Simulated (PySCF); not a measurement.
Dipole response of Ge²⁺ (germanium, charge +2)

[Ar] 3d10 4s1 4p1, high-spin 3P determinant (an excited configuration). All numbers are calculated (PySCF 2.14, the spin-free X2C one-electron Hamiltonian (Gaussian nucleus), in aug-cc-pVQZ-DK (8s7p5d3f2g, 93 functions)). Coupled (time-dependent) response in atomic units; α is the mean over directions.

```json
{"method": "BLYP", "mean α (bohr³)": "9.855", "α xx, yy, zz": "9.958, 9.650, 9.958", "C₆ (like pair)": "36.30", "S(−4)": "47.59"}
```

S(−4) is the Cauchy moment in α(ω) = α(0) + S(−4) ω² + …

Spin-orbit coupling is absent.

α(iu) at BLYP:

| u (hartree) | α(iu) (bohr³) |
| --- | --- |
| 0 | 9.855 |
| 0.0500 | 9.738 |
| 0.100 | 9.404 |
| 0.200 | 8.288 |
| 0.300 | 6.962 |
| 0.500 | 4.732 |
| 0.750 | 3.065 |
| 1.00 | 2.156 |
| 1.50 | 1.278 |
| 2.00 | 0.8735 |
| 3.00 | 0.4995 |
| 5.00 | 0.2304 |

A single London oscillator, α(iu) = α/(1 + u²/ω²), gives C₆ = (3/4) ω α². Matching the computed C₆ needs ω = 4 × 36.30 / (3 × 9.855²) = 0.498 hartree.

For an ion, C₆ is the dispersion term alone; charge-induced terms of lower order in 1/R come first.

The components differ because the open shell of this determinant is not spherical; for a pure term their mean is the scalar polarisability.
